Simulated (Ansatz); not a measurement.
Saddle point of CH9GeN, singlet (GeNH₅ ([NH2][GeH3]) + CH₄ → CH₆Ge ([CH3][GeH3]) + NH₃; bonds formed: Ge1–C7, N2–H6; bonds broken: Ge1–N2, H6–C7), PBE0-D4/def2-TZVP structure:

Ge1  (0.206, -0.576, -1.043)
N2  (1.339, 0.475, 0.233)
H3  (1.432, -0.942, -1.962)
H4  (-0.311, -1.942, -0.574)
H5  (-0.673, 0.307, -1.933)
H6  (0.315, 0.574, 0.730)
C7  (-1.256, 0.202, 0.840)
H8  (2.033, -0.064, 0.742)
H9  (1.770, 1.313, -0.144)
H10  (-1.487, 1.211, 1.212)
H11  (-1.268, -0.479, 1.699)
H12  (-2.099, -0.078, 0.201)
(Å)

Energies are electronic, without zero-point energy. Barriers and step energies count from the start structure reached by relaxing down the imaginary mode; all methods use the PBE0-D4 structures, on which another method's saddle can fall below an end. Program: Ansatz 0.2.0. Basis: def2-TZVPP, with def2-QZVPP for the basis limit. Cores are frozen in the correlated methods. Filled d shells of the heavier atoms are correlated. The def2 sets are not built for correlating such inner shells, so the correlated values are less sure here. B3LYP uses VWN-RPA correlation. Extrapolation: Hartree–Fock as exp(−7.88 √X), correlation as X^−2.97.

```json
{"method": "SPW92", "barrier (kJ/mol)": "194.2", "step energy (kJ/mol)": "3.4"}
{"method": "PBE-D4", "barrier (kJ/mol)": "223.6", "step energy (kJ/mol)": "6.6"}
{"method": "BLYP-D4", "barrier (kJ/mol)": "240.7", "step energy (kJ/mol)": "11.6"}
{"method": "r2SCAN-D4", "barrier (kJ/mol)": "241.8", "step energy (kJ/mol)": "9.6"}
{"method": "B97M-V", "barrier (kJ/mol)": "?", "step energy (kJ/mol)": "10.3"}
{"method": "PBE0-D4", "barrier (kJ/mol)": "241.5", "step energy (kJ/mol)": "6.9"}
{"method": "B3LYP-D4", "barrier (kJ/mol)": "254.7", "step energy (kJ/mol)": "11.4"}
{"method": "r2SCAN0-D4", "barrier (kJ/mol)": "252.7", "step energy (kJ/mol)": "8.9"}
{"method": "BHLYP-D4", "barrier (kJ/mol)": "?", "step energy (kJ/mol)": "12.4"}
{"method": "CAM-B3LYP-D4", "barrier (kJ/mol)": "263.6", "step energy (kJ/mol)": "12.1"}
{"method": "wB97X-V", "barrier (kJ/mol)": "?", "step energy (kJ/mol)": "10.3"}
{"method": "wB97M-V", "barrier (kJ/mol)": "255.5", "step energy (kJ/mol)": "8.1"}
{"method": "B2PLYP", "barrier (kJ/mol)": "263.6", "step energy (kJ/mol)": "12.4"}
{"method": "PBE-QIDH", "barrier (kJ/mol)": "256.3", "step energy (kJ/mol)": "8.7"}
{"method": "RPA on PBE", "barrier (kJ/mol)": "261.3", "step energy (kJ/mol)": "10.2"}
{"method": "HF", "barrier (kJ/mol)": "328.2", "step energy (kJ/mol)": "19.2"}
{"method": "MP2", "barrier (kJ/mol)": "257.9", "step energy (kJ/mol)": "9.5"}
{"method": "CCSD", "barrier (kJ/mol)": "272.6", "step energy (kJ/mol)": "9.7"}
{"method": "CCSD(T)", "barrier (kJ/mol)": "261.0", "step energy (kJ/mol)": "9.1"}
```

**Question.** Fill in the withheld barriers. (An estimate is asked for; the value comes from the calculation.)

**Answer.** Computed: BHLYP-D4 275.8; wB97X-V 263.6; B97M-V 257.0 kJ/mol. Each is the energy of the saddle less that of the start structure, by the same method.

For comparison, the barrier by CCSD(T) at an estimated basis limit (MP2 extrapolated from triple and quadruple zeta, plus CCSD(T) − MP2 in triple zeta) is 264.7 kJ/mol.

The T1 diagnostic stays at or below 0.012.

Labels in which every atom is bracketed show which atoms are joined, not bond orders.

For scale, one of the runs: CCSD(T)/def2-TZVPP, 236 basis functions (an equivalent command: `ansatz run in.yaml --threads 4`). Time: 2.2 min of wall clock on 4 CPU threads; the host was shared. Peak host memory: 4.4 GiB.
